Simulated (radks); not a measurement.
Values are calculated unless marked as measured or tabulated.
Effect of the nuclear size on the copper ion Cu3+, [Ar] 3d8. Code: a radial shooting solver on a logarithmic mesh with Libxc functionals. Model: Dirac Kohn-Sham, exchange-only LDA, spin-unpolarised, spherical densities, finite nucleus; open shells are shared between the two j in proportion to 2j + 1; Fermi nuclear charge, rms radius 3.8823 fm. The rms radius is varied about that value; shifts are against it.

rms radius (fm)  total energy shift (eV)  density at nucleus (e/bohr^3)  1s1/2 shift (meV)  2s1/2 shift (meV)  3s1/2 shift (meV)  4s1/2 (empty) shift (meV)
3.4009                           -0.0453                      2.223e+04              -19.3              -1.82             -0.276                     -0.034
3.564                            -0.0306                      2.217e+04              -13.0              -1.23             -0.186                     -0.023
3.8823                                 0                      2.207e+04              0.000              0.000              0.000                      0.000
4.2201                            0.0352                      2.198e+04               15.0               1.41              0.214                      0.026
4.8335                             0.106                      2.182e+04               45.2               4.27              0.646                      0.079

Slopes of the eigenvalues against <r^2> in GHz/fm^2, as finite differences over the two radii next to the reference (eigenvalue slopes, not the field-shift constants of lines): 1s1/2 1330, 2s1/2 125, 3s1/2 19.0, 4s1/2 (empty) 2.31.
